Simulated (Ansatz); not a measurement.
`O[SiH2][AlH][Cl]` + H–F → `F[SiH2][AlH][Cl]` + H₂O  (ligand exchange at the Si–O bond)

Computed with Ansatz on PBE0-D4/def2-TZVP structures; ΔE is electronic, products minus reactants. CCSD(T)/CBS adds triple-zeta CCSD(T) − MP2 to the extrapolated MP2 energy (def2 sets, frozen cores). This one scheme is used for every species. Functionals use def2-TZVPP. HSE06 is defined as in plane-wave codes. Each species was taken in one conformer, which may not be the lowest.

| level | ΔE (kJ/mol) |
| --- | --- |
| PBE-D4 | -36.0 |
| ωB97M-V | -39.2 |
| r2SCAN0 | -39.4 |
| HSE06 | -38.2 |

(1) What does CCSD(T)/CBS give? (Best estimate.)

(2) What do rigid-rotor, harmonic-oscillator terms from PBE0-D4/def2-TZVP frequencies (298.15 K, 1 bar) make of the CCSD(T)/CBS value? (Best estimate.)

Largest T1 diagnostic among the species: 0.011.

Results:

(1) The calculation gave: -39.6 kJ/mol. The listed levels differ from it by 3.6, 0.4, 0.2, 1.4 kJ/mol.

(2) The calculation gave: ΔZPE = +2.1 kJ/mol, ΔH = -38.0 kJ/mol, ΔS = 1 J/(mol·K), ΔG = -38.3 kJ/mol. Modes under 50 cm⁻¹ make the entropy rough.

Leaving LDA and LC-ωPBE aside and taking each functional with its dispersion term where it has one, the values, not all of them listed here, spread over 7.5 kJ/mol, from B2PLYP to revPBE-D4. LDA lies +7.4 kJ/mol from PBE without D4. In def2-TZVPP, CCSD(T) changes the Hartree–Fock value by +11.2 kJ/mol (the triples alone add +2.0 kJ/mol) and MP2 by +13.3 kJ/mol.
